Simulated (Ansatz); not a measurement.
Frontier orbitals of `C[Si]1(O)C=C1`.

```csv
atom,x (Å),y (Å),z (Å)
C1,0.281,1.702,-0.117
Si2,0.173,-0.141,-0.216
O3,1.191,-0.568,-1.437
C4,-1.246,-1.126,0.265
C5,-0.232,-1.232,1.148
H6,-0.019,2.154,-1.065
H7,1.308,2.014,0.089
H8,-0.367,2.080,0.674
H9,1.256,-1.506,-1.625
H10,-2.232,-1.577,0.219
H11,-0.112,-1.801,2.065
```

The species carries charge 0 and has multiplicity 1. The geometry is a stationary point of PBE0-D4/def2-TZVP. It is one conformer, not always the lowest. Basis def2-TZVPP, the Gaussian-basis code of Ansatz.

| functional | HOMO (eV) | LUMO (eV) |
| --- | --- | --- |
| ωB97X-V | -9.38 | 2.15 |

Problem. Give HOMO and LUMO (eV) with LDA (SPW92), PBE, revPBE, BLYP, r2SCAN, B97M-V, PBE0, B3LYP, r2SCANh, r2SCAN0, HSE06 (plane-wave form), BHLYP, CAM-B3LYP, LC-ωPBE, ωB97M-V, HF. (Estimate.)

Solution. Computed: 
| functional | HOMO | LUMO |
| --- | --- | --- |
| LDA (SPW92) | -5.86 | -1.44 |
| PBE | -5.76 | -1.19 |
| revPBE | -5.71 | -1.09 |
| BLYP | -5.66 | -1.03 |
| r2SCAN | -6.00 | -0.93 |
| B97M-V | -6.06 | -0.82 |
| PBE0 | -7.02 | -0.13 |
| B3LYP | -6.83 | -0.35 |
| r2SCANh | -6.47 | -0.55 |
| r2SCAN0 | -7.18 | 0.01 |
| HSE06 (plane-wave form) | -6.62 | -0.51 |
| BHLYP | -8.23 | 1.01 |
| CAM-B3LYP | -8.40 | 1.05 |
| LC-ωPBE | -9.71 | 2.24 |
| ωB97M-V | -9.22 | 2.02 |
| HF | -10.09 | 3.63 |

B3LYP here is the variant with VWN-RPA as its local correlation; programs differ in this. LC-ωPBE has ω = 0.4 bohr⁻¹. Positive LUMOs are unbound and depend on the basis.
